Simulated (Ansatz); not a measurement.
Li₅H₆ (the lowest doublet isomer of a short search). The state is a doublet with charge 0. Geometry r2SCAN-D4/def2-TZVP, basis def2-TZVP, Ansatz.

```xyz
11

Li    1.090   -1.704   -0.590
Li    1.097    0.640   -1.406
Li    0.134    0.071    0.868
Li   -2.034    1.940   -0.963
Li   -1.149   -0.736   -1.298
H    -0.517   -1.485    0.254
H    -0.499    0.379    2.860
H     0.491   -0.895   -2.120
H    -0.491    1.102   -0.557
H     1.776   -0.136    0.097
H     0.101    0.824    2.853
```

| run | HOMO (eV) | LUMO (eV) |
| --- | --- | --- |
| A | -2.48 | -1.62 |
| B | -3.40 | -0.43 |
| C | -4.78 | 0.55 |
| D | -2.48 | -1.47 |
| E | -2.51 | -1.25 |

LC-ωPBE has ω = 0.4 bohr⁻¹. In the doublet, H7 and H11 lie 0.75 Å apart (atoms count from 1), so H2 has formed as a molecule. The structure comes from a short search, and lower isomers may exist.

HOMO and LUMO are taken over both spins.

**Question.** The runs used BHLYP, LC-ωPBE, LDA (SPW92), PBE, r2SCAN. Estimate which is which.

**Answer.** A LDA (SPW92) (0 % exact exchange); B BHLYP (50 % exact exchange); C LC-ωPBE (range-separated); D PBE (0 % exact exchange); E r2SCAN (0 % exact exchange). Exact exchange lowers occupied and raises empty levels; among semilocal functionals meta-GGAs tend to open the gap a little, and such runs are hard to tell apart. The gap grows from 0.86 eV (LDA (SPW92)) to 5.33 eV (LC-ωPBE).
